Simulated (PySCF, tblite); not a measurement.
Isomers of [C7H6FS]+ (charge +1), one GFN2-xTB conformer each. Single-point energies are computed at PBE0/pcSseg-1 (PySCF, gas phase, no added dispersion term), electronic only.

Question: Rank them by PBE0/pcSseg-1 energy, lowest first (kJ/mol).
A. `[CH:1]#[C:2][C:3]1=[CH:4][CH+:5][CH2:6][C@@H:7]([F:8])[S:9]1` (charge +1) with C3–C4–C5–C6 -5°, C4–C5–C6–C7 -30°, C5–C6–C7–F8 -67°, C6–C7–S9–C3 -41°
B. `[CH2:1]=[C:2]1[S:3][CH2:4][c+:5]2[c:6]([CH2:7][F:8])[c:9]21` (charge +1) with C5–C6–C7–F8 0°

Answer: A (0.0), B (125.4).

As drawn, the higher has a three-membered ring, which the lower lacks. GFN2-xTB itself gives, in the same order: 0.0, 152.4. Both levels put the same isomer lowest.

Q: Which frontier levels and rotational constants go with these structures?

A: 
```
                  SMILES  HOMO (eV, PBE0/pcSseg-1)  LUMO (eV)       A, B, C (MHz)
C#CC1=C[CH+]C[C@@H](F)S1                    -12.97      -8.58   2647, 1086, 884.0
     C=C1SC[c+]2c(CF)c21                    -11.17      -7.44  3028, 819.5, 650.3
```

Q: What happens when harmonic zero-point energies from GFN2-xTB frequencies are added?

A: 
```csv
SMILES,ZPE (kJ/mol),electronic (kJ/mol),with ZPE (kJ/mol)
C#CC1=C[CH+]C[C@@H](F)S1,273.2,0.0,0.0
C=C1SC[c+]2c(CF)c21,267.7,125.4,119.9
```

The zero-point energies span 5.5 kJ/mol. The order is unchanged.
